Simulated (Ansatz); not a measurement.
Reaction (atomization): `N[Si](F)[SiH3]`• → F• + 5 H• + N• + 2 Si•

Isolated molecules relaxed with PBE0-D4/def2-TZVP in Ansatz; ΔE leaves out vibrations. CCSD(T)/CBS adds triple-zeta CCSD(T) − MP2 to the extrapolated MP2 energy (def2 sets, frozen cores). This one scheme is used for every species, atoms too. Functionals use def2-TZVPP. B3LYP here is the variant with VWN-RPA as its local correlation; programs differ in this. No spin–orbit coupling; open shells (•) take unrestricted orbitals. Spin–orbit coupling would lower the free atoms: a little for F, Si. Each species was taken in one conformer, which may not be the lowest.

CCSD(T)/CBS gives +694.8 kcal/mol.

Q: Another level gave +680.0 kcal/mol. Which?
A. PBE/def2-TZVPP
B. PBE-D4/def2-TZVPP
C. B3LYP/def2-TZVPP
D. SCS-MP2/def2-TZVPP

A: D. SCS-MP2/def2-TZVPP 680.0, PBE-D4 700.1, B3LYP 688.9, PBE 695.8 kcal/mol.

Largest T1 diagnostic among the species: 0.016.

From PBE to PBE0 (25 % exact exchange), in def2-TZVPP and without D4, ΔE moves by −11.5 kcal/mol: exact exchange takes away binding that semilocal exchange gives to molecules. In def2-TZVPP, CCSD(T) changes the Hartree–Fock value by +171.5 kcal/mol (the triples alone add +8.9 kcal/mol) and MP2 by +177.6 kcal/mol; breaking electron pairs costs correlation energy, which Hartree–Fock lacks. The D4 term adds +7.1 kcal/mol with B3LYP and +3.7 kcal/mol with PBE0; it sums over pairs of atoms, weighted by their polarisabilities, and B3LYP, whose exchange is more repulsive, gets the larger term.

For atomizations the MP2-based limit and the directly extrapolated one differ by several kJ/mol either way, and by 10 to 25 for some Ge, Se and Sn compounds, so smaller differences from it don't rank the levels.
